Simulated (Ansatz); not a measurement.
```yaml
crystal:
  periodic: [false, false, false]
  atoms:
    - {symbol: C, position_ang: [-1.657509, 0.570220, 0.301470]}
    - {symbol: Ge, position_ang: [0.228397, -0.019156, 0.007994]}
    - {symbol: N, position_ang: [0.996715, 0.711459, 1.389978]}
    - {symbol: N, position_ang: [-0.451662, -1.812982, -0.122523]}
    - {symbol: N, position_ang: [1.207826, 0.281081, -1.614347]}
    - {symbol: H, position_ang: [-2.166593, 0.403866, -0.769462]}
    - {symbol: H, position_ang: [-1.981995, 0.568925, 1.205261]}
    - {symbol: H, position_ang: [-1.628725, 1.772287, -0.047480]}
    - {symbol: H, position_ang: [0.709891, 0.729492, 2.048976]}
    - {symbol: H, position_ang: [2.042129, 0.317092, 1.172921]}
    - {symbol: H, position_ang: [-0.675051, -2.336721, 0.617856]}
    - {symbol: H, position_ang: [0.900985, -2.455507, -0.158839]}
    - {symbol: H, position_ang: [1.457901, 1.351220, -1.603667]}
    - {symbol: H, position_ang: [0.740873, -0.268835, -2.460219]}
basis:
  gaussian: {orbitals: pcseg-2}
total_charge: 1
magnetization: {spin_polarized: true, initial_magnetization: 1}
hamiltonian: {xc: {name: r2SCAN}}
relax: {f_tol: 0.0001, max_steps: 2}
output: {forces: true}
```

```sh
$ ansatz run in.yaml --threads 4 --pin off --events-out ev --progress --plain --max-ram 11315MiB
```

It prints (some lines left out):

```
Functional definition: r2SCAN
1456 factors; their error is unknown
mean field evaluation 1: about -62116.6833 eV, gradient 9.9e1 eV
mean field evaluation 2: about -61993.2838 eV, gradient 1.5e2 eV
mean field evaluation 4: about -62149.3358 eV, gradient 3.9e1 eV
mean field evaluation 8: about -62155.7253 eV, gradient 6.5e0 eV
mean field evaluation 16: about -62155.8901 eV, gradient 5.3e-2 eV
mean field -62155.89012684 eV, -2284.1868313858 hartree, gradient 7.1e-5 eV, S^2 0.761292; 5 other end points of the search recorded, 0 dependent functions left out
reference -62155.89014513 eV, -2284.1868320580 hartree; 34, 33 occupied and 255, 256 virtual orbitals, 1456 factors
relax step   1: F+E_penalty+E_count = -62155.89012684 eV  Δ(F+E_penalty+E_count) = +0.000e0 eV  max|allowed force component| = 3.492e1 eV/Å  Δτ_max = 0.0000 Å  (153 SCF iters, accepted)
1456 factors; their error is unknown
mean field -62164.24145909 eV, -2284.4937371854 hartree, gradient 2.0e-5 eV, S^2 0.760402; 0 other end points of the search recorded, 0 dependent functions left out
reference -62164.24147648 eV, -2284.4937378245 hartree; 34, 33 occupied and 255, 256 virtual orbitals, 1456 factors
relax step   2: F+E_penalty+E_count = -62164.24145909 eV  Δ(F+E_penalty+E_count) = -8.351e0 eV  max|allowed force component| = 4.715e0 eV/Å  Δτ_max = 0.1960 Å  (56 SCF iters, accepted)
Error: geometry relaxation did not converge after 2 steps: max|allowed force component| = 4.71e0 eV/Å (threshold 1.0e-4). Raise `relax.max_steps` over both its present limit and 2, loosen `relax.f_tol`, or start from a geometry closer to equilibrium. Where this run's directory can be resumed (`checkpoint.write`), a resume goes on for up to `relax.max_steps` more
```

**Question.** What is wrong with this run?

**Answer.** The relaxation is allowed too few steps for its threshold. The run did not converge.
